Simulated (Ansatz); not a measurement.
`CS[SiH](C)S` + HCl → `C[SiH](S)Cl` + CH₃SH at 298.15 K and 1 bar (ligand exchange at the Si–S bond).

Isolated molecules relaxed with PBE0-D4/def2-TZVP in Ansatz; ΔE leaves out vibrations. CCSD(T)/CBS is the MP2 limit (def2-TZVPP, def2-QZVPP) plus CCSD(T) − MP2 in def2-TZVPP, frozen cores. This one scheme is used for every species. Each species was taken in one conformer, which may not be the lowest.

| species | CCSD(T)/CBS energy (Eh) | H − E (kJ/mol) | S (J/(mol·K)) |
| --- | --- | --- | --- |
| `CS[SiH](C)S` | -1165.62487 | 275.7 | 388.3 |
| HCl | -460.38127 | 26.6 | 186.8 |
| `C[SiH](S)Cl` | -1187.79090 | 170.1 | 341.6 |
| CH₃SH | -438.22835 | 133.0 | 253.2 |

H − E and S are ideal-gas, rigid-rotor, harmonic terms from PBE0-D4/def2-TZVP, for one conformer and one mirror image of each species. 1 Eh = 2625.50 kJ/mol, R = 8.31446 J/(mol·K).

By hand: ΔE, ΔH, ΔS and ΔG.

ΔE = (-1187.79090) + (-438.22835) − (-1165.62487) − (-460.38127) = -0.01311 Eh = -34.4 kJ/mol. Δ(H − E) = 170.1 + 133.0 − 275.7 − 26.6 = 0.8, so ΔH = -33.6 kJ/mol. ΔS = 341.6 + 253.2 − 388.3 − 186.8 = 19.7 J/(mol·K). ΔG = -33.6 − 298.15 × (19.7)/1000 = -39.5 kJ/mol.

By hand: the equilibrium constant, and the temperature at which ΔG would vanish if ΔH and ΔS stayed fixed.

log₁₀ K = −ΔG/(RT ln 10) = 6.9. ΔH and −TΔS have one sign here, so there is no such temperature.

ΔH outweighs TΔS. A doubt of 5 kJ/mol in ΔE shifts log₁₀ K by 0.9 here. Other conformers and mirror images would add mixing entropy, several J/(mol·K) or more a flexible species. These are equilibria of isolated gas molecules and say nothing of rates. Largest T1 diagnostic: 0.011 (customary marks: 0.02 for closed shells, 0.045 for open ones).
